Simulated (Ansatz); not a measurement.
**Question.** Predict a relaxed structure of [Cu(H2O)4]2+ (CuO4H8²⁺), charge 2, doublet, at r2SCAN-D4/def2-SVP (Ansatz).

**Answer.** 
```xyz
13

Cu    0.014    0.001    0.005
O    -0.299   -1.648    1.010
H    -1.026   -1.759    1.651
H     0.342   -2.368    1.156
O     0.605   -1.058   -1.530
H     0.244   -1.935   -1.755
H     1.418   -0.923   -2.051
O     0.178    1.639   -1.053
H     0.007    1.680   -2.013
H     0.662    2.446   -0.799
O    -0.640    1.055    1.517
H    -1.179    1.862    1.423
H    -0.326    1.008    2.439
```
Point group C4 (tolerance 0.1 Å). The metal has 4 neighbours: O 1.96 Å, O 1.96 Å, O 1.96 Å, O 1.96 Å. This is one stationary point.
